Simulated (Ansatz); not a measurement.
H4O3Si, SMILES `O[SiH](O)O`, relaxed with RKS PBE-D4/def2-SVP in Ansatz from a rough embedded geometry. The force threshold is 0.03 eV/Å; the program also tests the step.

Total charge 0; spin multiplicity 1.

Start:

```xyz
8

O    -0.380   -1.386   -0.490
Si    0.360    0.007   -0.107
O     0.176    0.198    1.490
O    -0.428    1.206   -0.796
H    -0.912   -1.309   -1.371
H     1.784   -0.037   -0.478
H    -0.030   -0.664    2.002
H    -0.570    1.984   -0.250
```

| step | energy (eV) | largest force (eV/Å) | largest move (Å) |
| --- | --- | --- | --- |
| 1 | -14069.1165 | 3.493 | 0.000 |
| 2 | -14069.4221 | 1.313 | 0.046 |
| 3 | -14069.4957 | 0.398 | 0.082 |
| 4 | -14069.5048 | 0.365 | 0.059 |
| 5 | -14069.5090 | 0.594 | 0.045 |
| 6 (rejected) | -14069.3909 | 1.797 | 0.194 |
| 7 | -14069.5302 | 0.028 | 0.097 |
| 8 (rejected) | -14069.5297 | 0.203 | 0.041 |
| 9 | -14069.5308 | 0.042 | 0.020 |
| 10 | -14069.5317 | 0.058 | 0.050 |
| 11 | -14069.5320 | 0.017 | 0.006 |
| 12 | -14069.5330 | 0.081 | 0.023 |
| 13 | -14069.5349 | 0.094 | 0.032 |
| 14 | -14069.5375 | 0.266 | 0.048 |
| 15 | -14069.5409 | 0.254 | 0.074 |
| 16 | -14069.5441 | 0.342 | 0.049 |
| 17 (rejected) | -14069.5441 | 0.403 | 0.006 |
| 18 | -14069.5467 | 0.107 | 0.003 |
| 19 | -14069.5516 | 0.239 | 0.100 |
| 20 | -14069.5540 | 0.027 | 0.020 |
| 21 (rejected) | -14069.5178 | 1.077 | 0.126 |
| 22 | -14069.5559 | 0.047 | 0.041 |
| 23 (rejected) | -14069.5548 | 0.536 | 0.100 |
| 24 | -14069.5580 | 0.034 | 0.040 |
| 25 | -14069.5601 | 0.135 | 0.049 |
| 26 | -14069.5606 | 0.290 | 0.051 |
| 27 | -14069.5630 | 0.175 | 0.048 |
| 28 (rejected) | -14069.5580 | 0.411 | 0.063 |
| 29 | -14069.5643 | 0.027 | 0.031 |

End:

```xyz
8

O    -0.208   -1.395   -0.915
Si    0.335   -0.023   -0.141
O    -0.134    0.110    1.465
O    -0.348    1.314   -0.869
H    -1.161   -1.387   -1.113
H     1.819   -0.105   -0.269
H     0.269   -0.531    2.076
H    -0.573    2.017   -0.233
```

Hardware: 2 threads of a server CPU on a shared host. Wall time 25 s, peak host memory 0.15 GiB.
